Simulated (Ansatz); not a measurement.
Computed with Ansatz on PBE0-D4/def2-TZVP structures; ΔE is electronic, products minus reactants. CCSD(T)/CBS adds triple-zeta CCSD(T) − MP2 to the extrapolated MP2 energy (def2 sets, frozen cores). This one scheme is used for every species, atoms too. DFT in def2-TZVPP. No spin–orbit coupling; open shells (•) take unrestricted orbitals. Spin–orbit coupling would lower the free atoms: a little for B, C, Cl, F. One conformer a species, not always the lowest.

`FCBCl` → B• + C• + Cl• + F• + 3 H•  (atomization)

`FCBCl`:

Z-matrix (Å, degrees):
```
C
B 1 1.557
F 1 1.379 2 115.8
H 1 1.101 2 108.9 3 122.8
H 1 1.101 2 108.9 3 -122.8
Cl 2 1.731 1 122.1 3 0.0
H 2 1.193 1 119.3 3 -180.0
```

```tsv
level	ΔE (kcal/mol)
r2SCAN0-D4	604.0
ωB97M-V	612.6
```

Problem. What does CCSD(T)/CBS give? (Best estimate.)

Solution. The calculation gave: +606.4 kcal/mol. The listed levels differ from it by -2.4, 6.2 kcal/mol.

Largest T1 diagnostic among the species: 0.014.

The D4 term adds +4.2 kcal/mol with B3LYP and +2.1 kcal/mol with PBE0; it sums over pairs of atoms, weighted by their polarisabilities, and B3LYP, whose exchange is more repulsive, gets the larger term. At CCSD(T), def2-SVP lies −26.2 kcal/mol from the extrapolated value and def2-TZVPP −14.3 kcal/mol: correlation converges slowly with the basis, and small sets miss more of it in the bonded molecule than in its fragments.

B3LYP here is the variant with VWN-RPA as its local correlation; programs differ in this.

For atomizations the MP2-based limit and the directly extrapolated one differ by several kJ/mol either way, and by 10 to 25 for some Ge, Se and Sn compounds, so smaller differences from it don't rank the levels.
